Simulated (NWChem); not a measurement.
System: PbClF, singlet; SMILES [Pb]([Cl])[F]

Input file for NWChem:

```
start job
memory heap 200 mb stack 900 mb global 1100 mb
geometry units angstroms noautoz
  Pb    -0.257064     0.337888     0.000000
  F      1.648011     1.108400     0.000000
  Cl     0.327919    -2.073686     0.000000
end
basis spherical
  * library def2-svp
end
ecp
  Pb library def2-ecp
end
dft
  xc xctpssh
  iterations 150
  mulliken
end
task dft energy
```

NWChem printed, in part:

```
             Northwest Computational Chemistry Package (NWChem) 7.3.0
             --------------------------------------------------------

 CS  symmetry detected

                             Geometry "geometry" -> ""
                             -------------------------

 Output coordinates in angstroms (scale by  1.889725989 to convert to a.u.)

  No.       Tag          Charge          X              Y              Z
 ---- ---------------- ---------- -------------- -------------- --------------
    1 Pb                  82.0000    -0.23481395     0.32749442     0.00000000
    2 F                    9.0000     1.70627965     1.00214628     0.00000000
    3 Cl                  17.0000     0.22930745    -2.11022698     0.00000000

 Effective nuclear repulsion energy (a.u.)     510.8102748164

      Symmetry information
      --------------------

 Group name             Cs
 Group number              2
 Group order               2
 No. of unique centers     3

                                 NWChem DFT Module
                                 -----------------

 Summary of "ao basis" -> "ao basis" (spherical)
 ------------------------------------------------------------------------------
       Tag                 Description            Shells   Functions and Types
 ---------------- ------------------------------  ------  ---------------------
 Pb                         def2-svp                10       26   4s4p2d
 F                          def2-svp                 6       14   3s2p1d
 Cl                         def2-svp                 8       18   4s3p1d

      Symmetry analysis of basis
      --------------------------

        a'         41
        a"         17

            General Information
            -------------------
          SCF calculation type: DFT
          Wavefunction type:  closed shell.
          No. of atoms     :     3
          No. of electrons :    48
           Alpha electrons :    24
            Beta electrons :    24
          Charge           :     0
          Spin multiplicity:     1
          Use of symmetry is: on ; symmetry adaption is: on
          Maximum number of iterations: 150
          AO basis - number of functions:    58
                     number of shells:    24
          Convergence on energy requested:  1.00D-06
          Convergence on density requested:  1.00D-05
          Convergence on gradient requested:  5.00D-04

              XC Information
              --------------
                  TPSS hybrid Method XC Functional
                     Hartree-Fock (Exact) Exchange  0.100
                  TPSS metaGGA Exchange Functional  0.900
             TPSS03 metaGGA Correlation Functional  1.000

             Grid Information
             ----------------
          Grid used for XC integration:  medium
          Radial quadrature: Mura-Knowles
          Angular quadrature: Lebedev.
          Tag              B.-S. Rad. Rad. Pts. Rad. Cut. Ang. Pts.
          ---              ---------- --------- --------- ---------
          Pb                  1.80      123           8.0       590
          F                   0.50       49           9.0       434
          Cl                  1.00       88           9.0       590
          Grid pruning is: on
          Number of quadrature shells:   260
          Spatial weights used:  Erf1

      Superposition of Atomic Density Guess
      -------------------------------------

 Sum of atomic energies:        -777.97612384

      Non-variational initial energy
      ------------------------------

 Total energy =    -750.262998
 1-e energy   =   -1417.803140
 2-e energy   =     513.297165
 HOMO         =      -0.356869
 LUMO         =      -0.044833

      Symmetry analysis of molecular orbitals - initial
      -------------------------------------------------

  Numbering of irreducible representations:

     1 a'          2 a"

  Orbital symmetries:

     1 a'          2 a'          3 a'          4 a'          5 a'
     6 a"          7 a'          8 a'          9 a'         10 a"
    11 a'         12 a'         13 a'         14 a'         15 a"
    16 a"         17 a'         18 a'         19 a'         20 a"
    21 a'         22 a"         23 a'         24 a'         25 a"
    26 a'         27 a'         28 a'         29 a'         30 a"
    31 a'         32 a"         33 a'         34 a"

     ---------------------------------------------
      Total Density - Mulliken Population Analysis
     ---------------------------------------------

    Atom       Charge   Shell Charges
 -----------   ------   -------------------------------------------------------
    1 Pb  22    20.52   2.99 -0.94  1.21  0.70  3.38  2.60  0.35  0.17  9.75  0.31
    2 F    9     9.81   1.99  1.16  0.81  3.59  2.25  0.00
    3 Cl  17    17.67   2.00  1.99  1.24  0.73  5.94  2.21  3.55  0.01

   convergence    iter        energy       DeltaE   RMS-Dens  Diis-err
 ---------------- ----- ----------------- --------- --------- ---------
 d= 0,ls=0.0,diis     1   -752.6031814992 -9.07D+02  5.21D-02  8.30D-01
 d= 0,ls=0.0,diis     2   -750.2249491818  2.38D+00  3.87D-02  2.24D+01
 d= 0,ls=0.0,diis     3   -752.6542760141 -2.43D+00  1.48D-02  3.96D-01
 d= 0,ls=0.0,diis     4   -752.7111960627 -5.69D-02  4.59D-03  1.16D-01
 d= 0,ls=0.0,diis     5   -752.7273721627 -1.62D-02  8.05D-04  1.75D-03
  Resetting Diis
 d= 0,ls=0.0,diis     6   -752.7276368745 -2.65D-04  1.45D-04  8.12D-05
 d= 0,ls=0.0,diis     7   -752.7276496695 -1.28D-05  8.32D-05  4.57D-06
 d= 0,ls=0.0,diis     8   -752.7276484328  1.24D-06  5.18D-05  1.51D-05
 d= 0,ls=0.0,diis     9   -752.7276503093 -1.88D-06  1.03D-05  7.09D-07
 d= 0,ls=0.0,diis    10   -752.7276503775 -6.82D-08  3.42D-06  5.50D-08

         Total DFT energy =     -752.727650377500
      One electron energy =    -1419.668501309023
           Coulomb energy =      567.480444829051
    Exchange-Corr. energy =      -54.782571302951
 Nuclear repulsion energy =      154.242977405422

 Numeric. integr. density =       48.000009277321

                  Occupations of the irreducible representations
                  ----------------------------------------------

                     irrep           alpha         beta
                     --------     --------     --------
                     a'               18.0         18.0
                     a"                6.0          6.0

                       DFT Final Molecular Orbital Analysis
                       ------------------------------------

 Vector   22  Occ=2.000000D+00  E=-2.858845D-01  Symmetry=a"
              MO Center=  2.7D-01, -1.9D+00, -2.3D-15, r^2= 1.8D+00
   Bfn.  Coefficient  Atom+Function         Bfn.  Coefficient  Atom+Function
  ----- ------------  ---------------      ----- ------------  ---------------
    53      0.623846  3 Cl pz                50      0.444133  3 Cl pz
    47      0.262184  3 Cl pz                32      0.145883  2 F  pz
    35     -0.110531  2 F  pz                13      0.097272  1 Pb pz
    16      0.082001  1 Pb pz                18      0.072830  1 Pb d -1
    23     -0.049663  1 Pb d -1              10     -0.035009  1 Pb pz

 Vector   23  Occ=2.000000D+00  E=-2.855039D-01  Symmetry=a'
              MO Center=  3.3D-01, -1.0D+00, -2.9D-14, r^2= 3.8D+00
   Bfn.  Coefficient  Atom+Function         Bfn.  Coefficient  Atom+Function
  ----- ------------  ---------------      ----- ------------  ---------------
    52      0.461687  3 Cl py                49      0.326978  3 Cl py
    51      0.260769  3 Cl px                31     -0.243267  2 F  py
     3     -0.233416  1 Pb s                 46      0.192885  3 Cl py
    30      0.187969  2 F  px                48      0.188229  3 Cl px
    34      0.177541  2 F  py                 4     -0.175911  1 Pb s

 Vector   24  Occ=2.000000D+00  E=-2.748235D-01  Symmetry=a'
              MO Center=  3.1D-01, -1.4D+00, -1.7D-13, r^2= 3.2D+00
   Bfn.  Coefficient  Atom+Function         Bfn.  Coefficient  Atom+Function
  ----- ------------  ---------------      ----- ------------  ---------------
    51      0.564049  3 Cl px                48      0.402301  3 Cl px
    30     -0.242714  2 F  px                 3      0.236964  1 Pb s
    45      0.236632  3 Cl px                33      0.181367  2 F  px
     4      0.171503  1 Pb s                  1     -0.168538  1 Pb s
    52     -0.140237  3 Cl py                11     -0.117119  1 Pb px

 Vector   25  Occ=0.000000D+00  E=-1.160800D-01  Symmetry=a"
              MO Center= -2.1D-01,  2.4D-01,  2.1D-13, r^2= 3.6D+00
   Bfn.  Coefficient  Atom+Function         Bfn.  Coefficient  Atom+Function
  ----- ------------  ---------------      ----- ------------  ---------------
    13      0.618760  1 Pb pz                16      0.511620  1 Pb pz
    53     -0.229800  3 Cl pz                10     -0.200887  1 Pb pz
     7     -0.194662  1 Pb pz                32      0.176893  2 F  pz
    35     -0.148392  2 F  pz                50     -0.138698  3 Cl pz
    47     -0.080464  3 Cl pz                25      0.052244  1 Pb d  1

 Vector   26  Occ=0.000000D+00  E=-3.386579D-02  Symmetry=a'
              MO Center= -2.8D-01,  3.0D-01,  2.7D-14, r^2= 4.6D+00
   Bfn.  Coefficient  Atom+Function         Bfn.  Coefficient  Atom+Function
  ----- ------------  ---------------      ----- ------------  ---------------
    15      0.733819  1 Pb py                12      0.515213  1 Pb py
    52      0.418141  3 Cl py                44      0.341342  3 Cl s
     3     -0.330277  1 Pb s                 49      0.207673  3 Cl py
     9     -0.170650  1 Pb py                 6     -0.164258  1 Pb py
    43      0.149978  3 Cl s                  1      0.145910  1 Pb s

 Vector   27  Occ=0.000000D+00  E=-3.112657D-02  Symmetry=a'
              MO Center= -2.8D-01,  2.6D-01, -6.6D-15, r^2= 4.3D+00
   Bfn.  Coefficient  Atom+Function         Bfn.  Coefficient  Atom+Function
  ----- ------------  ---------------      ----- ------------  ---------------
    14      0.713148  1 Pb px                11      0.446125  1 Pb px
     3      0.390589  1 Pb s                 29     -0.286158  2 F  s
    30     -0.229804  2 F  px                33      0.193886  2 F  px
     1     -0.176976  1 Pb s                 51     -0.174629  3 Cl px
     8     -0.157240  1 Pb px                 5     -0.151221  1 Pb px

     ---------------------------------------------
      Total Density - Mulliken Population Analysis
     ---------------------------------------------

    Atom       Charge   Shell Charges
 -----------   ------   -------------------------------------------------------
    1 Pb  22    21.18   3.01 -0.94  1.40  0.47  3.38  2.64  0.78  0.32  9.68  0.46
    2 F    9     9.45   1.99  1.13  0.85  3.29  2.19  0.00
    3 Cl  17    17.37   2.00  1.99  1.24  0.74  5.93  2.11  3.35  0.01

     -------------------------------------------
      Total Density - Lowdin Population Analysis
     -------------------------------------------

    Atom       Charge   Shell Charges
 -----------   ------   -------------------------------------------------------
    1 Pb  22    21.47   1.49  0.48  1.14  0.78  3.09  2.70  0.95  0.56  9.32  0.97
    2 F    9     9.35   1.98  1.04  0.83  3.19  2.30  0.00
    3 Cl  17    17.18   2.00  1.96  1.06  0.84  5.82  2.25  3.24  0.01

     Multipole analysis of the density
     ---------------------------------

     L   x y z        total         alpha         beta         nuclear
     -   - - -        -----         -----         ----         -------
     0   0 0 0      0.000000    -24.000000    -24.000000     48.000000

     1   1 0 0     -1.485564    -14.054802    -14.054802     26.624041
     1   0 1 0      0.961649     19.047066     19.047066    -37.132483
     1   0 0 1     -0.000000     -0.000000     -0.000000      0.000000

     2   2 0 0    -35.980769    -68.537785    -68.537785    101.094801
     2   1 1 0     -1.982200    -10.760689    -10.760689     19.539177
     2   1 0 1      0.000000      0.000000      0.000000      0.000000
     2   0 2 0    -37.340983   -174.190728   -174.190728    311.040473
     2   0 1 1      0.000000      0.000000      0.000000      0.000000
     2   0 0 2    -30.085779    -15.042889    -15.042889      0.000000
```

Level: TPSSh/def2-SVP with def2 effective core potentials on Pb. Low-valent species are run as closed-shell singlets; no triplet was tried in these runs. Coordinates come from a PBE0/def2-SVP optimisation. def2 effective core potentials on Pb; no spin-orbit coupling.
